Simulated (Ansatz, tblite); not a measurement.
Removing and adding an electron: Al11N11H28, a nanocrystal cut from wurtzite AlN (hydrogen-capped). Total charge 0; singlet. Geometry: PBE-D4/def2-SVP. Ansatz, gas phase; energy differences of separate SCF runs; the oxidised species was run as a doublet alone; the reduced species was run as a doublet alone.

Cartesian coordinates in Å:
```
Al 0.761 -2.235 -2.613
N 2.487 -2.586 -1.680
Al -1.694 -0.548 -2.397
N -3.087 -0.766 -1.030
N -0.048 -0.817 -1.534
Al -0.317 -1.401 0.279
Al 2.903 -1.435 -0.159
N 1.440 -1.675 1.072
Al -2.908 0.323 0.594
N -1.186 -0.001 1.271
Al -1.561 -0.572 3.105
Al 1.763 -0.617 2.651
N 0.250 -0.981 3.830
N -1.807 1.375 -2.830
Al 1.042 0.749 -1.623
N 2.700 0.381 -0.723
Al -1.494 2.655 -1.379
N -2.910 2.165 -0.115
N 0.108 2.083 -0.562
Al -0.146 1.600 1.303
Al 3.021 1.657 0.744
N 1.590 1.177 2.011
H -0.089 -3.599 -2.493
H 1.188 -1.640 -4.050
H 2.505 -3.572 -1.374
H 3.247 -2.529 -2.376
H -2.055 -1.394 -3.704
H -2.998 -1.750 -0.708
H -4.037 -0.719 -1.430
H -1.183 -2.763 0.324
H 4.342 -1.838 0.412
H 1.469 -2.666 1.373
H -4.183 0.131 1.538
H -2.364 -1.968 3.115
H -2.069 0.693 3.968
H 3.117 -0.960 3.430
H 0.276 -1.972 4.119
H 0.369 -0.462 4.715
H -2.668 1.583 -3.361
H -1.046 1.532 -3.519
H 1.231 1.332 -3.117
H 3.464 0.593 -1.389
H -1.635 4.165 -1.876
H -3.849 2.429 -0.453
H -2.767 2.765 0.720
H 0.766 2.889 -0.530
H -0.867 2.836 2.052
H 4.461 1.389 1.407
H 2.707 3.149 0.182
H 1.760 1.815 2.809
```

The xTB rows come from tblite. B3LYP takes the VWN-RPA correlation. Single mean-field runs in def2-TZVP are fitted with def2-universal-jkfit. HOMO above LUMO, or a gap near zero within one spin, warns that the state may not be the lowest or that an electron is smeared out.

```
             level  −HOMO (eV)  vertical IE (eV)  −LUMO (eV)  vertical EA (eV)  HOMO–LUMO gap (eV)  IE − EA (eV)                                                                   remarks
          GFN1-xTB        9.01             10.88        4.53              2.97                4.48          7.92                                                                         –
          GFN2-xTB       10.14             11.74        5.19              3.47                4.94          8.27                                                                         –
  PBE-D4/def2-TZVP        6.12                 –        1.53              0.12                4.60             –  HOMO above zero (-1 doublet), gap within one spin near zero (-1 doublet)
B3LYP-D4/def2-TZVP        7.17              8.65        1.03             -0.05                6.14          8.70                                              HOMO above zero (-1 doublet)
 PBE0-D4/def2-TZVP        7.35              8.68        0.76             -0.17                6.59          8.85                                              HOMO above zero (-1 doublet)
```

Relaxing the oxidised species (PBE-D4/def2-SVP) changes its energy by -0.14 eV at PBE0-D4/def2-TZVP, so the adiabatic ionisation energy to this nearest minimum is 8.55 eV.  Run but left out: PBE-D4/def2-TZVP (charge +1 doublet: an occupied level 0.03 eV above an empty one).   A HOMO above zero means that the electron is unbound at that level or that self-interaction error raises the level; the energy of removing that electron tells which. Raw xTB energy differences between charge states are shifted by several eV; the methods need an empirical correction for them. Sets without diffuse functions give affinities that are too small. A negative affinity means that the extra electron isn't bound; its size then hangs on the basis.
